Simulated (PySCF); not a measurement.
Identify the compound

The spectra below were simulated for a compound C$_{7}$H$_{6}$.

1H NMR (300 MHz, computed): δ 6.61 (m, 2H), 6.52 (m, 2H), 5.37 (t, J = 2.0 Hz, 2H).

13C{1H} NMR (computed): δ 230.2 (C), 139.2 (CH), 133.9 (CH), 120.7 (C), 76.8 (CH2).

Theoretical values (PySCF 2.14): couplings computed with B3LYP/pcJ-1 (without the spin–dipole term), PBE0-D3(BJ)/def2-SVP geometry, PBE/pcSseg-2 with gauge-including orbitals. Single conformer, relativity neglected, in vacuum, equivalent nuclei averaged.

Shifts are taken against calculated references (same method and geometry level): 1H, 13C against TMS.

Q: What is the structure?

A: 
1. The formula gives 5 degrees of unsaturation (1 ring in the answer).
2. 5 carbon signals for 7 carbons: some carbons are equivalent by symmetry or fast rotation.
3. Carbon types of the structure: 2 × C, 4 × CH, 1 × CH2, which accounts for all hydrogens.
4. δC 230.2: central carbon of an allene; the central sp carbon of an allene is among the most deshielded carbons of hydrocarbons.
5. δC 139.2, 133.9: alkene CH; as expected for a trigonal carbon in a double bond.
6. δC 120.7, 76.8: terminal carbon of a cumulated C=C=C unit.
7. δH 6.61, 6.52: hydrogen on an alkene CH; olefinic region.
8. δH 5.37: hydrogen on a terminal carbon of a cumulated C=C=C unit; attached to an sp2 carbon and in the plane of the double bond.
9. The protons at 6.61 and 6.52 share a coupling of 6.1 Hz (vicinal, cis across C=C).

Structure: `InChI=1S/C7H6/c1-2-7-5-3-4-6-7/h3-6H,1H2`.

The data come from this structure; uniqueness wasn't tested.

Splittings below 1 Hz are ignored in the labels, and close J values are merged. Couplings among chemically equivalent protons are left out too, so labels in AA′BB′ or AA′XX′ sets are apparent multiplicities. Unscaled 3J(H,H) at this level run about 10 % above measured values. Shifts are as computed, not scaled to solution data. Of 1211 compounds with measured shifts, 218 miss one by over three times the rms of a fit or turn the order of signals round; such compounds aren't used in these exercises.
